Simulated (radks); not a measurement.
Task: Radial electron density D(r) = 4 pi r^2 rho(r) of an atom or ion with 35 electrons. All-electron calculation, scalar-relativistic Kohn-Sham, B86b exchange with PBE correlation, spin-polarised, spherical densities, finite nucleus; Fermi nuclear charge, rms radius of each element as measured or else 0.836 A^(1/3) + 0.57 fm. Program: a radial shooting solver on a logarithmic mesh with Libxc functionals.

```
   r/bohr * D(r) (the largest magnitude, 57.5, reaches the edge; | marks zero)
 0.005904 |           *
 0.007749 |                *
  0.01017 |                       *
  0.01346 |                               *
  0.01767 |                                       *
  0.02319 |                                            *
  0.03044 |                                            *
  0.03995 |                                         *
  0.05244 |                                     *
  0.06883 |                                       *
  0.09034 |                                               *
   0.1186 |                                                      *
   0.1557 |                                                 *
   0.2043 |                                    *
   0.2682 |                               *
    0.352 |                                     *
    0.462 |                                    *
   0.6064 |                      *
    0.796 |          *
    1.053 |      *
    1.382 |     *
    1.815 |  *
    2.382 |*
    3.126 *
    4.104 *
    5.386 *
```

What is the nuclear charge?

Result: Z = 38. The innermost maximum, from 1s, lies near gamma/Z bohr with gamma = sqrt(1 - (Z/c)^2) = 0.961, here 0.0253 bohr (found: 0.0274), and its height grows with Z. The density is that of the strontium ion Sr3+ in [Ar] 3d10 4s2 4p5; the configuration itself is not fixed sharply by these data, and Z only to a few units. D(r) has 3 maxima, at r = 0.0274, 0.122, 0.397 bohr, and minima at 0.0564, 0.254 bohr, inside which lie 2.06, 11.06 electrons.
